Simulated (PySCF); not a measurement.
**Simulated absorption spectrum**

C6H9OP.
Z-matrix (Å and degrees, GFN2-xTB geometry), rows numbered from 1:
```
C 
C   1  1.3289
C   2  1.4490  1  125.42
C   3  1.3385  2  123.08  1   174.58
C   4  1.4932  3  117.81  2  -178.81
P   5  1.8367  4  102.50  3   -17.77
O   6  1.4631  5  119.05  4   149.65
C   3  1.5058  2  121.47  1    -4.41
H   1  1.0767  2  122.49  3     0.01
H   1  1.0761  2  121.37  3  -179.67
H   2  1.0828  1  119.68  3   179.38
H   4  1.0793  3  122.66  2    -0.06
H   5  1.0964  4  111.81  3    97.71
H   5  1.0912  4  113.03  3  -140.53
H   6  1.3967  5  103.75  4   -81.93
H   8  1.0906  3  112.88  2   -41.49
H   8  1.0953  3  111.46  2    80.51
```

Computed, not measured: PySCF 2.14.0, density-fitted response routines, TDDFT B3LYP/def2-SVPD, vertical, gas phase, core orbitals frozen in the response.

Computed states:

```
state  E (eV)       f
   S1    5.32   0.060
   S2    5.43   0.271
   S3    5.59   0.222
   S4    6.23  0.0057
   S5    6.54   0.011
   S6    6.73   0.016
   S7    6.79  0.0092
   S8    6.97  0.0012
```

Broadening: Gaussians 0.3 eV wide at half height, area fixed by f = 4.319×10⁻⁹ ∫ε dν̃. The cross-section is σ = 3.8235×10⁻²¹ ε cm², given in Mb (10⁻¹⁸ cm²). The width is an assumption, not a result. The curve ends short of the highest state used, and states not computed would add to its high-energy end.

Task: What does the envelope look like, and where are its maxima?

Result: 
(λ (nm), σ (Mb)): (194.6, 2.83), (197.2, 2.34), (199.8, 2.05), (202.4, 1.42), (205.0, 0.81), (207.6, 1.06), (210.2, 4.07), (212.8, 13.98), (215.4, 35.59), (218.0, 69.02), (220.7, 107.80), (223.3, 137.16), (225.9, 149.74), (228.5, 142.22), (231.1, 117.53), (233.7, 84.19), (236.3, 52.24), (238.9, 28.16), (241.5, 13.25), (244.1, 5.48), (246.7, 1.99), (249.3, 0.64), (251.9, 0.18), (254.5, 0.05)

Maxima: 226 nm (5.48 eV), ε about 39000, made up of S2 (58%) and S3 (36%) (ε in L mol⁻¹ cm⁻¹; maxima over ε = 5, shares over 10%). At its high-energy end, 6.37 eV, the curve is still rising (ε about 740, from S4 and S5).

Task: Coming from long wavelengths, where does ε first pass 100 L mol⁻¹ cm⁻¹?

Result: At about 250 nm (4.95 eV), 0.37 eV below S1.

Task: On this curve, what absorbance would a 10⁻⁴ mol/L sample give at 248 nm over a 1 cm path?

Result: 248 nm is 4.999 eV, where ε is about 300 L mol⁻¹ cm⁻¹, so A = ε c l ≈ 0.03 (Beer–Lambert, with the gas-phase spectrum and the assumed width).

Task: What would ε be at 5.48 eV, the highest of these maxima, with half the width (0.15 eV)?

Result: About 46700 L mol⁻¹ cm⁻¹ against 39200, a factor of about 1.2; a lone state at its own centre would give exactly 2.

Cost: about 1.8 min of CPU time on one thread; the machine was shared, so the figure is rough.

One conformer stands for the species.
